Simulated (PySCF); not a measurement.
Gas-phase reaction: 3 GeH2Cl2 + 2 GeH2F2 → 2 GeHCl3 + 2 F2 + Ge3H8

Energies from PySCF, thermal terms from the rigid-rotor harmonic-oscillator model, ideal gas at 1 bar. † marks an energy on the PBE0/def2-TZVP geometry and frequencies; other levels use their own. All species are closed-shell singlets. Ge: all electrons, no relativistic terms. GeH2F2: computed as isolated molecules; such fragments, hydroxides, amides, oligomers or adducts are transient or little studied in the gas. The harmonic model lacks anharmonicity and excited electronic states, which grow with temperature; levels with a mode under 35 cm⁻¹ are left out. Internal rotation in Ge3H8 is treated as a harmonic vibration of one conformer, which makes the entropy rough.

ΔH° and ΔS° at 298 K: PBE/def2-TZVP† 1166 kJ, -8 J/K; PBE0/def2-QZVP† 1238 kJ, -8 J/K; PBE0/def2-TZVP 1223 kJ, -8 J/K; r2SCAN/def2-TZVP† 1232 kJ, -8 J/K; LDA/def2-TZVP† 1187 kJ, -8 J/K.

With the heat capacities included, give log10 K (1 bar) at 1000, 1200, 1400, 1600, 1800 K from PBE/def2-TZVP†, PBE0/def2-QZVP†, PBE0/def2-TZVP, r2SCAN/def2-TZVP†, LDA/def2-TZVP†.


| T (K) | PBE/def2-TZVP† | PBE0/def2-QZVP† | PBE0/def2-TZVP | r2SCAN/def2-TZVP† | LDA/def2-TZVP† |
|---|---|---|---|---|---|
| 1000 | -60.8 | -64.6 | -63.8 | -64.3 | -61.9 |
| 1200 | -50.6 | -53.7 | -53.0 | -53.5 | -51.5 |
| 1400 | -43.3 | -45.9 | -45.4 | -45.7 | -44.0 |
| 1600 | -37.7 | -40.1 | -39.6 | -39.9 | -38.4 |
| 1800 | -33.4 | -35.5 | -35.1 | -35.4 | -34.0 |
